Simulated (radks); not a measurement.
Q: Spherical quantum dot in the effective-mass picture: electrons in a well V = -V0 / (1 + exp((r - R)/a)) with V0 = 4.68, R = 9.8, a = 1.1, all in effective atomic units (hartree* = m*/eps^2 hartree, bohr* = eps/m* bohr), one dielectric constant everywhere. Method: non-relativistic Kohn-Sham, LDA (Slater exchange, Perdew-Wang correlation), spin-polarised, spherical densities; computed with a radial shooting solver with Libxc functionals. Levels are named by radial order and angular momentum (1s, 1p, 1d, 2s, ...), and open shells are averaged over m. At N = 27 the configuration is 1s2 1p6 1d10 1f(up 7, down 2). Does electron 28 go into 1f down or 1g up or 2s up?

A: Into 1f down. The total energies of the other choices lie higher by 0.0739 hartree* (1g up), 0.0941 hartree* (2s up).
